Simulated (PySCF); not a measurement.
Cl2Pb (SMILES [Cl][Pb][Cl]), singlet, geometry from GFN2-xTB (such geometries of metal compounds can be far from the true shape) (core potentials on Pb); TPSS/def2-SVP run with PySCF.

Here is a job for PySCF.
```python
from pyscf import gto, scf, dft

mol = gto.Mole()
mol.atom = '''
    Pb    0.007651   -0.011172    0.463444
    Cl    1.261912    1.446514   -1.104634
    Cl   -1.298818   -1.392625   -1.130800
'''
mol.basis = 'def2-svp'
mol.ecp = {'Pb': 'def2-svp'}
mol.charge = 0
mol.spin = 0
mol.verbose = 4
mol.build()

mf = dft.RKS(mol)
mf.xc = 'tpss'
mf.kernel()
mf.analyze()
```

Question: Predict the main parts of the log of this PySCF run.

Answer: 
```
PySCF version 2.14.0

[INPUT] verbose = 4
[INPUT] num. atoms = 3
[INPUT] num. electrons = 56
[INPUT] charge = 0
[INPUT] spin (= nelec alpha-beta = 2S) = 0
[INPUT] symmetry False subgroup None
[INPUT] Mole.unit = angstrom
[INPUT] Symbol           X                Y                Z      unit          X                Y                Z       unit  Magmom
[INPUT]  1 Pb     0.007651000000  -0.011172000000   0.463444000000 AA    0.014458294579  -0.021112020264   0.875782234073 Bohr   0.0
[INPUT]  2 Cl     1.261912000000   1.446514000000  -1.104634000000 AA    2.384668073302   2.733515295349  -2.087455727883 Bohr   0.0
[INPUT]  3 Cl    -1.298818000000  -1.392625000000  -1.130800000000 AA   -2.454410305655  -2.631679844222  -2.136902301658 Bohr   0.0

nuclear repulsion = 199.521099190258
number of shells = 26
number of NR pGTOs = 133
number of NR cGTOs = 62
basis = def2-svp
ecp = {'Pb': 'def2-svp'}

******** <class 'pyscf.dft.rks.RKS'> ********
method = RKS
initial guess = minao
damping factor = 0
level_shift factor = 0
DIIS = <class 'pyscf.scf.diis.CDIIS'>
diis_start_cycle = 1
diis_space = 8
diis_damp = 0
SCF conv_tol = 1e-09
SCF conv_tol_grad = None
SCF max_cycles = 50
direct_scf = True
direct_scf_tol = 1e-13
XC library pyscf.dft.libxc version 7.1.2
    S. Lehtola, C. Steigemann, M. J. T. Oliveira, and M. A. L. Marques,  SoftwareX 7, 1–5 (2018)
XC functionals = tpss
    J. Tao, J. P. Perdew, V. N. Staroverov, and G. E. Scuseria,  Phys. Rev. Lett. 91, 146401 (2003)
    J. P. Perdew, J. Tao, V. N. Staroverov, and G. E. Scuseria,  J. Chem. Phys. 120, 6898 (2004)
    J. Tao, J. P. Perdew, V. N. Staroverov, and G. E. Scuseria,  Phys. Rev. Lett. 91, 146401 (2003)
    J. P. Perdew, J. Tao, V. N. Staroverov, and G. E. Scuseria,  J. Chem. Phys. 120, 6898 (2004)
radial grids:
    Treutler-Ahlrichs [JCP 102, 346 (1995); DOI:10.1063/1.469408] (M4) radial grids

becke partition: Becke, JCP 88, 2547 (1988); DOI:10.1063/1.454033
pruning grids: <function nwchem_prune>
grids dens level: 3
symmetrized grids: False
atomic radii adjust function: <function treutler_atomic_radii_adjust>
small_rho_cutoff = 0
Set gradient conv threshold to 3.16228e-05
Initial guess from minao.
tot grids = 60992
init E= -1089.36657784622
  HOMO = -0.638736181049569  LUMO = -0.616316209544829  gap/eV = 0.61008
cycle= 1 E= -1111.00290843209  delta_E= -21.6  |g|= 2.51  |ddm|= 13.5
  HOMO = 0.104138875407592  LUMO = 0.158140551789794  gap/eV = 1.46946
cycle= 2 E= -1107.82540074757  delta_E= 3.18  |g|= 5.05  |ddm|= 9.01
  HOMO = -0.206331274795922  LUMO = -0.000755883313830878  gap/eV = 5.59399
cycle= 3 E= -1112.73623036177  delta_E= -4.91  |g|= 0.942  |ddm|=  5.4
  HOMO = -0.211194630259946  LUMO = -0.119702827101761  gap/eV = 2.48962
cycle= 4 E= -1113.00620774594  delta_E= -0.27  |g|= 0.488  |ddm|= 2.04
  HOMO = -0.261653918061453  LUMO = -0.135886667142572  gap/eV = 3.42230
cycle= 5 E= -1113.08106032089  delta_E= -0.0749  |g|= 0.0603  |ddm|= 0.702
  HOMO = -0.250945453321315  LUMO = -0.132344348989925  gap/eV = 3.22730
cycle= 6 E= -1113.08185256353  delta_E= -0.000792  |g|= 0.0355  |ddm|= 0.154
  HOMO = -0.253407041829942  LUMO = -0.132390810527582  gap/eV = 3.29302
cycle= 7 E= -1113.08229947049  delta_E= -0.000447  |g|= 0.00346  |ddm|= 0.05
  HOMO = -0.253507122624629  LUMO = -0.132130560539352  gap/eV = 3.30282
cycle= 8 E= -1113.08230450223  delta_E= -5.03e-06  |g|= 0.000508  |ddm|= 0.00615
  HOMO = -0.253511465315644  LUMO = -0.132121108008654  gap/eV = 3.30320
cycle= 9 E= -1113.08230457954  delta_E= -7.73e-08  |g|= 7.48e-05  |ddm|= 0.000748
  HOMO = -0.253513439305876  LUMO = -0.132125193672941  gap/eV = 3.30314
cycle= 10 E= -1113.08230458115  delta_E= -1.62e-09  |g|= 2.61e-05  |ddm|= 0.000124
  HOMO = -0.253513536174187  LUMO = -0.132125643596773  gap/eV = 3.30313
cycle= 11 E= -1113.0823045813  delta_E= -1.42e-10  |g|= 1.72e-05  |ddm|= 6.34e-05
  HOMO = -0.253513747182868  LUMO = -0.132125547151787  gap/eV = 3.30314
Extra cycle  E= -1113.08230458088  delta_E= 4.21e-10  |g|= 3.72e-05  |ddm|= 8.28e-05
converged SCF energy = -1113.08230458088
**** SCF Summaries ****
Total Energy =                       -1113.082304580875189
Nuclear Repulsion Energy =             199.521099190257644
One-electron Energy =                -2005.635964637205689
Two-electron Energy =                  693.032560866072686
Two-electron Coulomb Energy =          765.611625982740179
DFT Exchange-Correlation Energy =      -72.579065116667522
HOMO-LUMO gap [eV] =                     3.303141169318705
**** MO energy ****
MO #1   energy= -100.939208924516  occ= 2
MO #2   energy= -100.939174606744  occ= 2
MO #3   energy= -9.2117864184849   occ= 2
MO #4   energy= -9.21176349415108  occ= 2
MO #5   energy= -6.99494691739409  occ= 2
MO #6   energy= -6.99493410230377  occ= 2
MO #7   energy= -6.99098384545956  occ= 2
MO #8   energy= -6.99095821937312  occ= 2
MO #9   energy= -6.98938182371568  occ= 2
MO #10  energy= -6.98937616402675  occ= 2
MO #11  energy= -5.38923110026221  occ= 2
MO #12  energy= -3.2603897924466   occ= 2
MO #13  energy= -3.25335991469288  occ= 2
MO #14  energy= -3.25268048031936  occ= 2
MO #15  energy= -0.830391946411077 occ= 2
MO #16  energy= -0.829082867332966 occ= 2
MO #17  energy= -0.824633528175154 occ= 2
MO #18  energy= -0.823812480377274 occ= 2
MO #19  energy= -0.818176319180145 occ= 2
MO #20  energy= -0.723121102949827 occ= 2
MO #21  energy= -0.704319385503516 occ= 2
MO #22  energy= -0.482881897911859 occ= 2
MO #23  energy= -0.312365922213993 occ= 2
MO #24  energy= -0.286370008072092 occ= 2
MO #25  energy= -0.280186853409509 occ= 2
MO #26  energy= -0.264744030652714 occ= 2
MO #27  energy= -0.257139032139813 occ= 2
MO #28  energy= -0.253513747182868 occ= 2
MO #29  energy= -0.132125547151787 occ= 0
MO #30  energy= -0.0565866040495646 occ= 0
MO #31  energy= -0.0466315647124242 occ= 0
MO #32  energy= 0.149942555689212  occ= 0
MO #33  energy= 0.180519818585792  occ= 0
MO #34  energy= 0.181601839562289  occ= 0
MO #35  energy= 0.18554021315747   occ= 0
MO #36  energy= 0.269041205454065  occ= 0
Dipole moment(X, Y, Z, Debye):  0.06913, -0.10176,  4.20601
```
